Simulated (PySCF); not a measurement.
Relaxation of triplet NbF₃

These are results of UB3LYP in PySCF with Nb def2-SVP with ECP28, F def2-SVP; scalar-relativistic core potentials, no spin–orbit coupling; density-fitted integrals, not measurements. A (50,194) grid was used.

A start at or just off a symmetric point, pushed along the force that breaks its symmetry, of C2v symmetry, free to break it:

```xyz
4
charge 0 multiplicity 3, angstrom
Nb    0.0360    0.0000    0.0000
F     1.8164    0.0000    0.0000
F    -0.9962    1.6360    0.0000
F    -0.9962   -1.6360    0.0000
```

Optimiser trace:
```tsv
step	E − E(last) (kJ/mol)	largest gradient (Eh/bohr)
0	20.72	0.06552
1	5.61	0.00563
2	2.93	0.00900
3	0.13	0.00322
4	0.02	0.00125
5	0.00	0.00025
6	0.00	0.00004
```

It ends at C2v with Nb–F 1.865 Å, Nb–F 1.885 Å (×2); F–Nb–F 103.4°, F–Nb–F 128.3° (×2) (after a last refinement on a finer grid). A frequency run shows a minimum. Other isomers or separated fragments may lie lower.

Other spin states or occupations of the open shell can lie lower.

The relaxation took roughly 30 core-seconds on a shared host.
